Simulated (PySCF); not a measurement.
C7H7O, doublet, at a GFN2-xTB geometry; PySCF with B97-1/STO-3G.

The PySCF input:
```python
from pyscf import gto, scf, dft

mol = gto.M(
    atom='''
C    -2.773054   -0.089309    0.157777
O    -1.736538    0.618505   -0.473695
C    -0.451503    0.264629   -0.211287
C     0.569840    0.953873   -0.826548
C     1.892731    0.711694   -0.660075
C     2.267775   -0.320469    0.205002
C     1.282768   -1.042490    0.847012
C    -0.060778   -0.765400    0.651514
H    -3.697208    0.363046   -0.198892
H    -2.722603    0.006691    1.247782
H    -2.762885   -1.150135   -0.115017
H     2.643204    1.292107   -1.174947
H     3.312993   -0.540687    0.361041
H     1.557118   -1.843439    1.518795
H    -0.804991   -1.350792    1.170427
''',
    basis='sto-3g',
    charge=0,
    spin=1,
    verbose=4,
)

mf = dft.UKS(mol)
mf.xc = 'b97-1'
mf.kernel()
```

Output, abridged:

```
PySCF version 2.14.0

[INPUT] verbose = 4
[INPUT] num. atoms = 15
[INPUT] num. electrons = 57
[INPUT] charge = 0
[INPUT] spin (= nelec alpha-beta = 2S) = 1
[INPUT] symmetry False subgroup None
[INPUT] Mole.unit = angstrom
[INPUT] Symbol           X                Y                Z      unit          X                Y                Z       unit  Magmom
[INPUT]  1 C     -2.773054000000  -0.089309000000   0.157777000000 AA   -5.240312588630  -0.168769550459   0.298155318756 Bohr   0.0
[INPUT]  2 O     -1.736538000000   0.618505000000  -0.473695000000 AA   -3.281581224900   1.168805056674  -0.895153816576 Bohr   0.0
[INPUT]  3 C     -0.451503000000   0.264629000000  -0.211287000000 AA   -0.853217014419   0.500076334618  -0.399274563681 Bohr   0.0
[INPUT]  4 C      0.569840000000   0.953873000000  -0.826548000000 AA    1.076841534822   1.802558727617  -1.561949348807 Bohr   0.0
[INPUT]  5 C      1.892731000000   0.711694000000  -0.660075000000 AA    3.576743217474   1.344906744496  -1.247360971672 Bohr   0.0
[INPUT]  6 C      2.267775000000  -0.320469000000   0.205002000000 AA    4.285473662136  -0.605598641413   0.387397634988 Bohr   0.0
[INPUT]  7 C      1.282768000000  -1.042490000000   0.847012000000 AA    2.424080201356  -1.970020587598   1.600620704220 Bohr   0.0
[INPUT]  8 C     -0.060778000000  -0.765400000000   0.651514000000 AA   -0.114853774399  -1.446396375742   1.231183026320 Bohr   0.0
[INPUT]  9 H     -3.697208000000   0.363046000000  -0.198892000000 AA   -6.986710545551   0.686057510619  -0.375851408367 Bohr   0.0
[INPUT] 10 H     -2.722603000000   0.006691000000   1.247782000000 AA   -5.144974015919   0.012644157499   2.357966243162 Bohr   0.0
[INPUT] 11 H     -2.762885000000  -1.150135000000  -0.115017000000 AA   -5.221095963669  -2.173440156277  -0.217350629669 Bohr   0.0
[INPUT] 12 H      2.643204000000   1.292107000000  -1.174947000000 AA    4.994931651355   2.441728353633  -2.220328040879 Bohr   0.0
[INPUT] 13 H      3.312993000000  -0.540687000000   0.361041000000 AA    6.260649422601  -1.021750349113   0.682268609739 Bohr   0.0
[INPUT] 14 H      1.557118000000  -1.843439000000   1.518795000000 AA    2.942526563631  -3.483594837342   2.870106589359 Bohr   0.0
[INPUT] 15 H     -0.804991000000  -1.350792000000   1.170427000000 AA   -1.521212522740  -2.552626931253   2.211786478796 Bohr   0.0

nuclear repulsion = 335.513192817799
number of shells = 31
number of NR pGTOs = 141
number of NR cGTOs = 47
basis = sto-3g
ecp = {}

******** <class 'pyscf.dft.uks.UKS'> ********
method = UKS
initial guess = minao
damping factor = 0
level_shift factor = 0
DIIS = <class 'pyscf.scf.diis.CDIIS'>
diis_start_cycle = 1
diis_space = 8
diis_damp = 0
SCF conv_tol = 1e-09
SCF conv_tol_grad = None
SCF max_cycles = 50
direct_scf = True
direct_scf_tol = 1e-13
number electrons alpha = 29  beta = 28
XC library pyscf.dft.libxc version 7.1.2
    S. Lehtola, C. Steigemann, M. J. T. Oliveira, and M. A. L. Marques,  SoftwareX 7, 1–5 (2018)
XC functionals = b97-1
    F. A. Hamprecht, A. J. Cohen, D. J. Tozer, and N. C. Handy,  J. Chem. Phys. 109, 6264 (1998)
radial grids:
    Treutler-Ahlrichs [JCP 102, 346 (1995); DOI:10.1063/1.469408] (M4) radial grids

becke partition: Becke, JCP 88, 2547 (1988); DOI:10.1063/1.454033
pruning grids: <function nwchem_prune>
grids dens level: 3
symmetrized grids: False
atomic radii adjust function: <function treutler_atomic_radii_adjust>
small_rho_cutoff = 0
Set gradient conv threshold to 3.16228e-05
tot grids = 181568
init E= -343.251324270671

cycle= 1 E= -341.595815519103  delta_E= 1.66  |g|= 0.286  |ddm|= 3.89
cycle= 2 E= -341.568790137881  delta_E= 0.027  |g|= 0.388  |ddm|= 0.85
cycle= 3 E= -341.652636811408  delta_E= -0.0838  |g|= 0.0542  |ddm|= 0.517
cycle= 4 E= -341.654374858572  delta_E= -0.00174  |g|= 0.0254  |ddm|= 0.115
cycle= 5 E= -341.65485828021  delta_E= -0.000483  |g|= 0.0085  |ddm|= 0.0498
cycle= 6 E= -341.654935913775  delta_E= -7.76e-05  |g|= 0.00377  |ddm|= 0.0183
cycle= 7 E= -341.654961506331  delta_E= -2.56e-05  |g|= 0.0023  |ddm|= 0.011
cycle= 8 E= -341.654978190493  delta_E= -1.67e-05  |g|= 0.00107  |ddm|= 0.0114
cycle= 9 E= -341.654982025669  delta_E= -3.84e-06  |g|= 0.000659  |ddm|= 0.00563
cycle= 10 E= -341.654983327297  delta_E= -1.3e-06  |g|= 0.000317  |ddm|= 0.00384
cycle= 11 E= -341.654983522002  delta_E= -1.95e-07  |g|= 0.000134  |ddm|= 0.00138
cycle= 12 E= -341.654983555493  delta_E= -3.35e-08  |g|= 4.76e-05  |ddm|= 0.000644
cycle= 13 E= -341.654983557305  delta_E= -1.81e-09  |g|= 1.92e-05  |ddm|= 0.000102
cycle= 14 E= -341.654983557644  delta_E= -3.38e-10  |g|= 7.79e-06  |ddm|= 4.51e-05
Extra cycle  E= -341.654983557623  delta_E= 2.02e-11  |g|= 1.04e-05  |ddm|= 2.65e-05
converged SCF energy = -341.654983557623  <S^2> = 0.76211298  2S+1 = 2.0120765
```
